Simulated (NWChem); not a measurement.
Species: SnH2O2, singlet; SMILES [OH][Sn][OH]

```xyz
5

Sn     0.3784    -0.0275     0.0000
O     -1.0395    -1.4224     0.0000
H     -1.9151    -1.0099     0.0000
O     -1.0030     1.4290     0.0000
H     -0.6630     2.3310     0.0000
```
Atoms are numbered in this order, from 1.

Low-valent species are run as closed-shell singlets; no triplet was tried in these runs. The geometry was optimised at PBE0/def2-SVP. Not confirmed as a minimum by frequencies. def2 effective core potentials on Sn; no spin-orbit coupling.

Symmetry labels are those of Cs in the frame above (b1 and b2, or b-type labels, depend on it).

Task: List the 4 lowest vertical singlet excitations from B3LYP/def2-SVPD with def2 effective core potentials on Sn, TDA (NWChem).

Result: 
```tsv
state	energy (eV)	oscillator strength	symmetry	leading excitation (squared amplitude)
S1	4.51	0.080	a"	HOMO → LUMO (0.95)
S2	5.20	0.004	a'	HOMO−1 → LUMO (0.84)
S3	5.45	0.001	a"	HOMO−3 → LUMO (0.99)
S4	5.86	0.016	a'	HOMO−2 → LUMO (0.74)
```
